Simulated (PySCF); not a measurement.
**Trend along group 13: MCa molecules**

CCSD(T) with double-zeta basis sets in PySCF, for the lowest determinant that a PBE0 search found; no spin–orbit coupling. De refers to high-spin ground-configuration atoms.

| M | basis | reference, frozen orbitals | state (unpaired electrons) | Re (Å) | ωe (cm⁻¹) | De (eV) |
| --- | --- | --- | --- | --- | --- | --- |
| Al | x2c-SVPall | ROHF, 10 | doublet (π ↑) | 3.292 | 147 | 0.32 |
| In | def2-SVP | ROHF, 9 | doublet (π ↑) | 3.411 | 106 | 0.35 |
| Tl | def2-SVP | ROHF, 9 | doublet (π ↑) | 3.438 | 94.8 | 0.34 |

The shortest bond is that of CaAl (3.292 Å), the longest that of CaTl (3.438 Å).

The rows differ in basis set, which adds steps of its own.

Down a group the atoms grow and get heavier, so bonds lengthen and wavenumbers fall; this series shows no clear exception.

Correlated steps freeze the inner cores (9 to 10 orbitals); shallow outer-core shells are correlated. Weak bonds: CaAl, CaIn, CaTl. Basis-set superposition, not corrected here, can be much of De in a small basis, most of all at correlated wavefunction levels. Spin–orbit coupling is left out, which matters for elements this heavy, above all for dissociation energies. States were picked by a PBE0 search and need not be the measured ground states.
